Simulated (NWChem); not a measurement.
## Correlation energy of C2H2Cl

```
C
C 1 1.3083
H 2 1.0872 1 141.35
H 1 1.0945 2 123.96 3 180.00
Cl 1 1.7496 4 112.84 2 180.00
```
Charge 0, spin multiplicity 2.

Everything below was run with NWChem. Structure: optimised with UPBE0/def2-SVP, a minimum by its harmonic frequencies.

Basis set: def2-SVP. Each correlation energy counts from its own Hartree-Fock reference.

| method | correlation energy (mHa) | remark |
|---|---|---|
| UMP2 | -355.2 | spin-contaminated |
| SCS-UMP2 | -347.1 | spin-contaminated |
| CCSD on UHF | -399.6 | spin-contaminated |
| CCSD[T] on UHF | -413.4 | spin-contaminated |
| CCSD(T) on UHF | -412.6 | spin-contaminated |
| CCSD on ROHF | -409.0 | - |
| CCSD[T] on ROHF | -423.2 | - |
| CCSD(T) on ROHF | -422.6 | - |

The values span 76.1 mHa, from CCSD[T] on ROHF (lowest) to SCS-UMP2 (highest). 

The correlated methods keep 7 core orbitals frozen. The structure started from a generated list of species. The unpaired electrons of the parent sit in orbitals of symmetry a' (Cs labels of the run); other states weren't searched. No SCF solution was tested for a lower state. Open-shell Hartree-Fock references start from PBE0 orbitals. No row is a measurement; the coupled-cluster row has its own basis-set and correlation limits.
